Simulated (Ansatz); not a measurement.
Wavefunction ladder for C$_{2}$H$_{5}$ClOSSi (`CS[C@H]1O[Si@@H]1Cl`)

```xyz
11

C     0.686   -0.910   -1.862
S     0.187    0.686   -1.188
C    -0.549    0.177    0.319
O     0.389   -0.260    1.416
Si   -0.378    1.124    1.842
Cl   -1.761    1.027    3.323
H     1.166   -0.714   -2.822
H    -0.181   -1.551   -2.023
H     1.399   -1.397   -1.198
H    -1.355   -0.548    0.211
H     0.398    2.365    1.982
```

Total charge 0; spin multiplicity 1. All single points use the PBE0-D4/def2-TZVP geometry. It is one conformer, not always the lowest. Frozen core, restricted reference, the Gaussian-basis code of Ansatz. CBS rows extrapolate triple and quadruple zeta; past MP2 they add the triple-zeta difference.

```
     basis      HF (Eh)  MP2 corr.
def2-TZVPP  -1299.60232   -1.05395
def2-QZVPP  -1299.64301   -1.13937
```

Task: Estimate the CCSD correlation energy and the (T) correction in each basis where they were run (hartree).

Result: 
| basis | CCSD corr. | (T) |
| --- | --- | --- |
| def2-TZVPP | -1.10603 | -0.05041 |
| CBS(def2) | -1.25474 | as TZ |
